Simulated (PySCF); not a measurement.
**Fractional electron number in Sb (antimony, neutral)**

The 5p alpha orbital of [Kr] 4d10 5s2 5p3 is emptied in steps (occupation f), with all orbitals relaxed, ending at [Kr] 4d10 5s2 5p2. Computed with PySCF 2.14 in def2-TZVPPD with the def2 core potential (28 electrons), with a scalar-relativistic core potential. The exact energy is a straight line in f; departures are measured from the line between the end points of the same method.

```tsv
f	UHF (eV)	LDA (eV)	PBE (eV)	PBE0 (eV)	r2SCAN (eV)	LC-wPBE (eV)	BHandHLYP (eV)	wB97X (eV)	r2SCAN0 (eV)	HSE06 (eV)
1	0.000	0.000	0.000	0.000	0.000	0.000	0.000	0.000	0.000	0.000
0.8	0.080	-0.581	-0.564	-0.405	-0.533	-0.008	-0.257	-0.049	-0.385	-0.470
0.6	0.118	-0.877	-0.849	-0.607	-0.795	-0.010	-0.387	-0.076	-0.573	-0.707
0.4	0.116	-0.882	-0.852	-0.607	-0.789	-0.008	-0.389	-0.079	-0.567	-0.708
0.2	0.075	-0.590	-0.568	-0.404	-0.522	-0.003	-0.260	-0.055	-0.374	-0.472
0	0.000	0.000	0.000	0.000	0.000	0.000	0.000	0.000	0.000	0.000
```

```json
{"method": "UHF", "E(f=0) − E(f=1) (eV)": "8.581", "−ε at f=1 (eV)": "9.096", "−ε at f=0.4 (eV)": "8.473"}
{"method": "LDA", "E(f=0) − E(f=1) (eV)": "9.118", "−ε at f=1 (eV)": "5.514", "−ε at f=0.4 (eV)": "9.831"}
{"method": "PBE", "E(f=0) − E(f=1) (eV)": "8.960", "−ε at f=1 (eV)": "5.449", "−ε at f=0.4 (eV)": "9.662"}
{"method": "PBE0", "E(f=0) − E(f=1) (eV)": "9.039", "−ε at f=1 (eV)": "6.512", "−ε at f=0.4 (eV)": "9.549"}
{"method": "r2SCAN", "E(f=0) − E(f=1) (eV)": "9.163", "−ε at f=1 (eV)": "5.820", "−ε at f=0.4 (eV)": "9.850"}
{"method": "LC-wPBE", "E(f=0) − E(f=1) (eV)": "9.096", "−ε at f=1 (eV)": "9.044", "−ε at f=0.4 (eV)": "9.116"}
{"method": "BHandHLYP", "E(f=0) − E(f=1) (eV)": "8.854", "−ε at f=1 (eV)": "7.253", "−ε at f=0.4 (eV)": "9.172"}
{"method": "wB97X", "E(f=0) − E(f=1) (eV)": "8.764", "−ε at f=1 (eV)": "8.470", "−ε at f=0.4 (eV)": "8.811"}
{"method": "r2SCAN0", "E(f=0) − E(f=1) (eV)": "9.190", "−ε at f=1 (eV)": "6.767", "−ε at f=0.4 (eV)": "9.693"}
{"method": "HSE06", "E(f=0) − E(f=1) (eV)": "9.021", "−ε at f=1 (eV)": "6.092", "−ε at f=0.4 (eV)": "9.605"}
```

Orbital energy along the path (eV):

```csv
f,UHF,LDA,PBE,PBE0,r2SCAN,LC-wPBE,BHandHLYP,wB97X,r2SCAN0,HSE06
1,-9.096,-5.514,-5.449,-6.512,-5.820,-9.044,-7.253,-8.470,-6.767,-6.092
0.8,-8.874,-6.919,-6.833,-7.519,-7.175,-9.072,-7.885,-8.573,-7.759,-7.252
0.6,-8.667,-8.360,-8.240,-8.533,-8.528,-9.098,-8.525,-8.685,-8.741,-8.424
0.4,-8.473,-9.831,-9.662,-9.549,-9.850,-9.116,-9.172,-8.811,-9.693,-9.605
0.2,-8.290,-11.322,-11.089,-10.558,-11.138,-9.120,-9.824,-8.957,-10.611,-10.792
0,-8.119,-12.818,-12.515,-11.555,-12.407,-9.098,-10.484,-9.129,-11.501,-11.969
```

Reference removal energy between the ground levels: 8.608 eV (measured; NIST Atomic Spectra Database, ionization energies). The calculation has no spin-orbit coupling. UHF lacks correlation.
